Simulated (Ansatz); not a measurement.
Bond stretch in PH, triplet.

Method: Ansatz (a program for electronic structure) with full CI/aug-cc-pVDZ, frozen core.

Q: Relative to R = 1.43 Å, what are the energies at R = 1.33, 1.89, 2.59, 3.53 Å?

A: 5.7 mEh at 1.33 Å, 35.1 mEh at 1.89 Å, 89.3 mEh at 2.59 Å, 103.6 mEh at 3.53 Å.
